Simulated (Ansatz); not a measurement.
The cluster Ge2O4⁺. Charge 1, multiplicity 2. Geometry PBE-D4/def2-SVP, basis def2-TZVP, Ansatz.

```tsv
atom	x (Å)	y (Å)	z (Å)
Ge1	0.247	-0.633	-1.574
Ge2	0.371	0.126	1.670
O3	-0.007	1.213	-0.862
O4	1.163	0.635	-0.282
O5	-0.447	-1.217	0.389
O6	-1.327	-0.124	0.659
```

| run | HOMO (eV) | LUMO (eV) |
| --- | --- | --- |
| A | -14.13 | -9.17 |
| B | -13.05 | -10.17 |
| C | -12.19 | -11.00 |
| D | -12.94 | -10.18 |
| E | -15.25 | -8.18 |
| F | -11.82 | -10.96 |

LC-ωPBE has ω = 0.4 bohr⁻¹. The structure holds 2 bonds between oxygen atoms, so isomers without such links may lie far lower. Another isomer (doublet) lies 1.70 eV lower at PBE0-D4/def2-TZVP; other spin states weren't run for this one.

HOMO and LUMO are taken over both spins.

The runs used CAM-B3LYP, LC-ωPBE, PBE, PBE0, r2SCAN, r2SCAN0. Estimate which is which.

A CAM-B3LYP (range-separated); B r2SCAN0 (25 % exact exchange); C r2SCAN (0 % exact exchange); D PBE0 (25 % exact exchange); E LC-ωPBE (range-separated); F PBE (0 % exact exchange). Exact exchange lowers occupied and raises empty levels; among semilocal functionals meta-GGAs tend to open the gap a little, and such runs are hard to tell apart. The gap grows from 0.86 eV (PBE) to 7.06 eV (LC-ωPBE).
